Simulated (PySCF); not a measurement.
These are PBE-D3(BJ)/def2-TZVP // B3LYP-D3(BJ)/def2-TZVP (PySCF) values and carry that method's errors. All species are isolated molecules in the gas phase. 

Reference species (SMILES): `BrC(Br)Br` (neutral, multiplicity 1).

- dipole moment = 0.86 D

Changed species: `C(Br)(Br)(Br)Br` (whole molecule; the reference has whole molecule).

Q: Predict the effect on the dipole moment.

A: the dipole moment falls by 0.86 D, to 0.00 D.
